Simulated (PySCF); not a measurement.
C₃H₁₀O₃Sn (SMILES C[CH](C)[Sn]([OH])([OH])[OH]), singlet, at a GFN2-xTB geometry (such geometries of metal compounds can be far from the true shape) (all electrons, no relativity); PySCF with HF/STO-3G.

Input for PySCF:
```python
from pyscf import gto, scf

mol = gto.Mole()
mol.atom = '''
    C    -1.93712392   -1.72564346   -0.73818810
    C    -1.78776819   -0.30907281   -0.23905623
    C    -2.30365613    0.72259088   -1.21256626
    Sn    0.37015102    0.09418853    0.19716000
    O     1.48819454    0.27960780   -1.43840828
    O     1.29573826   -1.32453165    1.24115640
    O     0.75610868    1.75423431    1.22525043
    H    -1.45934360   -1.84975476   -1.70722378
    H    -1.50390181   -2.44074845   -0.04189228
    H    -2.99761302   -1.95472921   -0.84807005
    H    -2.25986947   -0.19027627    0.73711375
    H    -3.36376630    0.54188265   -1.39358664
    H    -1.77934704    0.66003138   -2.16358381
    H    -2.19256116    1.73049569   -0.81875808
    H     2.14767988   -0.40904667   -1.51568851
    H     1.56950665   -1.02929775    2.10885310
    H     1.18262288    2.43028568    0.69971101
'''
mol.basis = 'sto-3g'
mol.verbose = 4
mol.build()

mf = scf.RHF(mol)
mf.kernel()
mf.analyze()
```

Output, abridged:

```
PySCF version 2.14.0

[INPUT] verbose = 4
[INPUT] num. atoms = 17
[INPUT] num. electrons = 102
[INPUT] charge = 0
[INPUT] spin (= nelec alpha-beta = 2S) = 0
[INPUT] symmetry False subgroup None
[INPUT] Mole.unit = angstrom
[INPUT] Symbol           X                Y                Z      unit          X                Y                Z       unit  Magmom
[INPUT]  1 C     -1.937123920000  -1.725643460000  -0.738188100000 AA   -3.660633678144  -3.260993528047  -1.394973337413 Bohr   0.0
[INPUT]  2 C     -1.787768190000  -0.309072810000  -0.239056230000 AA   -3.378392253309  -0.584062963450  -0.451750803071 Bohr   0.0
[INPUT]  3 C     -2.303656130000   0.722590880000  -1.212566260000 AA   -4.353279170875   1.365498863308  -2.291418139288 Bohr   0.0
[INPUT]  4 Sn     0.370151020000   0.094188530000   0.197160000000 AA    0.699484052528   0.177990525775   0.372578402719 Bohr   0.0
[INPUT]  5 O      1.488194540000   0.279607800000  -1.438408280000 AA    2.812280100673   0.528382164292  -2.718197704507 Bohr   0.0
[INPUT]  6 O      1.295738260000  -1.324531650000   1.241156400000 AA    2.448590440520  -2.503002061818   2.345445673751 Bohr   0.0
[INPUT]  7 O      0.756108680000   1.754234310000   1.225250430000 AA    1.428838325606   3.315022404215   2.315387746706 Bohr   0.0
[INPUT]  8 H     -1.459343600000  -1.849754760000  -1.707223780000 AA   -2.757759725637  -3.495529894011  -3.226185377545 Bohr   0.0
[INPUT]  9 H     -1.503901810000  -2.440748450000  -0.041892280000 AA   -2.841962539138  -4.612346109457  -0.079164935934 Bohr   0.0
[INPUT] 10 H     -2.997613020000  -1.954729210000  -0.848070050000 AA   -5.664667635230  -3.693902854587  -1.602620128946 Bohr   0.0
[INPUT] 11 H     -2.259869470000  -0.190276270000   0.737113750000 AA   -4.270534375566  -0.359570038304   1.392943110151 Bohr   0.0
[INPUT] 12 H     -3.363766300000   0.541882650000  -1.393586640000 AA   -6.356597054042   1.024009800154  -2.633497080453 Bohr   0.0
[INPUT] 13 H     -1.779347040000   0.660031380000  -2.163583810000 AA   -3.362478586156   1.247278541819  -4.088580848443 Bohr   0.0
[INPUT] 14 H     -2.192561160000   1.730495690000  -0.818758080000 AA   -4.143340103759   3.270162913840  -1.547228533475 Bohr   0.0
[INPUT] 15 H      2.147679880000  -0.409046670000  -1.515688510000 AA    4.058526776439  -0.772986178465  -2.864236174050 Bohr   0.0
[INPUT] 16 H      1.569506650000  -1.029297750000   2.108853100000 AA    2.965937719184  -1.945090848131   3.985154795940 Bohr   0.0
[INPUT] 17 H      1.182622880000   2.430285680000   0.699711010000 AA    2.234833351844   4.592574339652   1.322262175243 Bohr   0.0

nuclear repulsion = 796.529032593235
number of shells = 39
number of NR pGTOs = 201
number of NR cGTOs = 67
basis = sto-3g
ecp = {}

******** <class 'pyscf.scf.hf.RHF'> ********
method = RHF
initial guess = minao
damping factor = 0
level_shift factor = 0
DIIS = <class 'pyscf.scf.diis.CDIIS'>
diis_start_cycle = 1
diis_space = 8
diis_damp = 0
SCF conv_tol = 1e-09
SCF conv_tol_grad = None
SCF max_cycles = 50
direct_scf = True
direct_scf_tol = 1e-13
Set gradient conv threshold to 3.16228e-05
Initial guess from minao.
init E= -6286.39457055436
  HOMO = -0.505102124609279  LUMO = -0.234523349809396  gap/eV = 7.36282
cycle= 1 E= -6302.59436446571  delta_E= -16.2  |g|= 0.788  |ddm|= 4.82
  HOMO = -0.136551593646522  LUMO = 0.332278471179538  gap/eV = 12.75752
cycle= 2 E= -6302.8696614807  delta_E= -0.275  |g|= 0.217  |ddm|= 1.62
  HOMO = -0.257358773953429  LUMO = 0.335666128585462  gap/eV = 16.13703
cycle= 3 E= -6302.88735274577  delta_E= -0.0177  |g|= 0.0506  |ddm|= 0.37
  HOMO = -0.286427340034712  LUMO = 0.31358598609386  gap/eV = 16.32719
cycle= 4 E= -6302.88905728022  delta_E= -0.0017  |g|= 0.0154  |ddm|= 0.132
  HOMO = -0.28514088734324  LUMO = 0.315094562396216  gap/eV = 16.33324
cycle= 5 E= -6302.88920357588  delta_E= -0.000146  |g|= 0.00409  |ddm|= 0.0369
  HOMO = -0.285436077998954  LUMO = 0.315111070706637  gap/eV = 16.34172
cycle= 6 E= -6302.88921814785  delta_E= -1.46e-05  |g|= 0.00118  |ddm|= 0.0129
  HOMO = -0.285512636524624  LUMO = 0.315121482480266  gap/eV = 16.34409
cycle= 7 E= -6302.88921935618  delta_E= -1.21e-06  |g|= 0.000174  |ddm|= 0.00429
  HOMO = -0.285489143015338  LUMO = 0.315105004039615  gap/eV = 16.34300
cycle= 8 E= -6302.88921939207  delta_E= -3.59e-08  |g|= 6.32e-05  |ddm|= 0.000667
  HOMO = -0.285481342795542  LUMO = 0.31510651000289  gap/eV = 16.34283
cycle= 9 E= -6302.88921939734  delta_E= -5.26e-09  |g|= 1.33e-05  |ddm|= 0.000298
  HOMO = -0.285479129522104  LUMO = 0.315108499689896  gap/eV = 16.34282
cycle= 10 E= -6302.88921939749  delta_E= -1.56e-10  |g|= 2.77e-06  |ddm|= 5.78e-05
  HOMO = -0.28547942890504  LUMO = 0.315108350276095  gap/eV = 16.34283
Extra cycle  E= -6302.88921939756  delta_E= -6.37e-11  |g|= 1.15e-06  |ddm|= 6.45e-06
converged SCF energy = -6302.88921939756
**** SCF Summaries ****
Total Energy =                       -6302.889219397555280
Nuclear Repulsion Energy =             796.529032593234888
One-electron Energy =               -10304.079454332266323
Two-electron Energy =                 3204.661202341475928
Two-electron Coulomb Energy =         3408.803339156197126
DFT Exchange-Correlation Energy =     -204.142136814721198
HOMO-LUMO gap [eV] =                    16.342825898192363
**** MO energy ****
MO #1   energy= -1029.92881178349  occ= 2
MO #2   energy= -153.559418219309  occ= 2
MO #3   energy= -145.389141345152  occ= 2
MO #4   energy= -145.389137653689  occ= 2
MO #5   energy= -145.38889278703   occ= 2
MO #6   energy= -29.6351122510475  occ= 2
MO #7   energy= -26.6176377043519  occ= 2
MO #8   energy= -26.6176141251029  occ= 2
MO #9   energy= -26.6167964612837  occ= 2
MO #10  energy= -20.139662412727   occ= 2
MO #11  energy= -20.1394175013743  occ= 2
MO #12  energy= -20.136829102489   occ= 2
MO #13  energy= -18.2200322272635  occ= 2
MO #14  energy= -18.219996474915   occ= 2
MO #15  energy= -18.219210908303   occ= 2
MO #16  energy= -18.2191830908127  occ= 2
MO #17  energy= -18.2189185720477  occ= 2
MO #18  energy= -11.0427164406477  occ= 2
MO #19  energy= -11.0424596534112  occ= 2
MO #20  energy= -11.0180551061953  occ= 2
MO #21  energy= -4.84503783507185  occ= 2
MO #22  energy= -3.59839724370466  occ= 2
MO #23  energy= -3.5982870211133   occ= 2
MO #24  energy= -3.59575344180697  occ= 2
MO #25  energy= -1.19936474179174  occ= 2
MO #26  energy= -1.19177067188522  occ= 2
MO #27  energy= -1.19046805964883  occ= 2
MO #28  energy= -1.026703811592    occ= 2
MO #29  energy= -0.920018181054354 occ= 2
MO #30  energy= -0.919553710726371 occ= 2
MO #31  energy= -0.919195418912911 occ= 2
MO #32  energy= -0.917431115297669 occ= 2
MO #33  energy= -0.914798964018787 occ= 2
MO #34  energy= -0.902509223000205 occ= 2
MO #35  energy= -0.754077198608582 occ= 2
MO #36  energy= -0.599745326727146 occ= 2
MO #37  energy= -0.586823035973762 occ= 2
MO #38  energy= -0.543815815342963 occ= 2
MO #39  energy= -0.538169381547762 occ= 2
MO #40  energy= -0.520068356379336 occ= 2
MO #41  energy= -0.514975924008936 occ= 2
MO #42  energy= -0.510103477847137 occ= 2
MO #43  energy= -0.454970403329805 occ= 2
MO #44  energy= -0.453049322649778 occ= 2
MO #45  energy= -0.40571974179092  occ= 2
MO #46  energy= -0.383248030223775 occ= 2
MO #47  energy= -0.350111328967445 occ= 2
MO #48  energy= -0.34885987399687  occ= 2
MO #49  energy= -0.316514441053812 occ= 2
MO #50  energy= -0.314462169504229 occ= 2
MO #51  energy= -0.28547942890504  occ= 2
MO #52  energy= 0.315108350276095  occ= 0
MO #53  energy= 0.393184231462327  occ= 0
MO #54  energy= 0.395275008358966  occ= 0
MO #55  energy= 0.479544751185509  occ= 0
MO #56  energy= 0.618337093377354  occ= 0
MO #57  energy= 0.662446758538629  occ= 0
MO #58  energy= 0.673557674572006  occ= 0
MO #59  energy= 0.710067951592145  occ= 0
 ** Mulliken pop on meta-lowdin orthogonal AOs  **
 ** Mulliken pop  **
 ** Mulliken atomic charges  **
charge of    0C =     -0.10553
charge of    1C =     -0.13179
charge of    2C =     -0.10525
charge of    3Sn =      1.03448
charge of    4O =     -0.40093
charge of    5O =     -0.39878
charge of    6O =     -0.39912
charge of    7H =      0.02979
charge of    8H =      0.03140
charge of    9H =      0.03042
charge of   10H =      0.01848
charge of   11H =      0.03045
charge of   12H =      0.03162
charge of   13H =      0.02885
charge of   14H =      0.10138
charge of   15H =      0.10222
charge of   16H =      0.10230
Dipole moment(X, Y, Z, Debye): -0.92458, -0.08858, -0.01852
```
